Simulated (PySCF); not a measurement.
Computed shifts of a molecule C₃H₅FSi, KT2/pcSseg-1 in PySCF, GIAO, gas phase, atoms alike by connectivity averaged where their shifts nearly agree, in ppm (number of nuclei): ¹⁹F: -223.1 (1). ¹³C: 214.0 (1), 132.1 (1), 97.8 (1). ²⁹Si: -68.4 (1). ¹H: 7.77 (1), 6.47 (1), 4.62 (3). References: ¹⁹F against CFCl3 (σ = 127.1 ppm); ¹³C against TMS (σ = 185.1 ppm); ²⁹Si against TMS (σ = 361.9 ppm); ¹H against TMS (σ = 31.47 ppm), references at their B3LYP-D3(BJ)/def2-TZVP geometries, non-relativistic. Geometry optimised at PBE0-D3(BJ)/def2-SVP. One conformer was computed; it need not be the lowest.

Q: Pick the molecule that these values belong to.
(A) C#C[SiH2]CF
(B) F[C@@H]1C=C[SiH2]1
(C) FC=C=C[SiH3]
(D) C#C[C@@H](F)[SiH3]

A: C, FC=C=C[SiH3]
